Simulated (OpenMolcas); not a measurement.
A run on Mn4+ with 3 ligands (bromide) in trigonal planar coordination (D3h) at 2.36 Å. Ligand basis ANO-RCC-VDZP.

```json
{
  "Program": "OpenMolcas",
  "Method": "SS-CASPT2, IPEA 0.25 Eh, imaginary shift 0.1 Eh (the 33 lowest orbitals frozen, all others correlated)",
  "Basis": "ANO-RCC-VDZP [5s4p2d1f]",
  "Scalar Hamiltonian": "DKH2, point nucleus",
  "Active space": "3 electrons in 5 orbitals (3d)",
  "State averaging": "2S+1 = 4 even, 10 roots; 2S+1 = 2 even, 40 roots",
  "Spin-orbit coupling": "state interaction with AMFI integrals over the reference wave functions"
}
```

First CASPT2 step and the start of its output:

```
&CASPT2
Multistate=10 1 2 3 4 5 6 7 8 9 10
NoMult
Frozen=33
IPEA=0.25
Imaginary=0.1
MaxIter=60
WThr=0.0 0.3 0.05
PrWF=0.5
NoMix
```

```
--- CASPT2 ---
Orbital specifications:
      -----------------------

      Symmetry species                           1
                                                 a
      Frozen orbitals                           33
      Inactive orbitals                         30
      Active orbitals                            5
      Secondary orbitals                        47
      Deleted orbitals                           0
      Number of basis functions                115
Type of calculation                        SS-CASPT2
      Fock operator                              state-specific
      IPEA shift                                 0.25
      Real shift                                 0.00
      Imaginary shift                            0.10
      The input orbitals will be transformed to quasi-canonical
Reference energy:       -8969.8444165941
      E2 (Non-variational):      -1.0888411230
      Shift correction:          -0.0059243898
      E2 (Variational):          -1.0947655129
      Total energy:           -8970.9391821069
      Residual norm:              0.0000008152
      Reference weight:           0.61825
      Contributions to the CASPT2 correlation energy
      Active & Virtual Only:         -0.0207636742
      One Inactive Excited:          -0.2223464399
      Two Inactive Excited:          -0.8457310090
Reference energy:       -8969.8229818170
      E2 (Non-variational):      -1.0588522989
      Shift correction:          -0.0071372690
      E2 (Variational):          -1.0659895680
      Total energy:           -8970.8889713850
      Residual norm:              0.0000006021
      Reference weight:           0.60083
      Contributions to the CASPT2 correlation energy
      Active & Virtual Only:         -0.0143997300
...
```

Over all roots the printed reference weights run from 0.20 to 0.62, and roots that are degenerate in the reference spread by up to 4000 cm-1.

Problem. Did the run give usable levels, and if not, why?

Solution. No. The equations converged, but the reference weight falls to 0.20 for at least one root against 0.62 for the best. A drop of that size marks an intruder state, so the energies of such roots and the levels built on them can't be trusted.
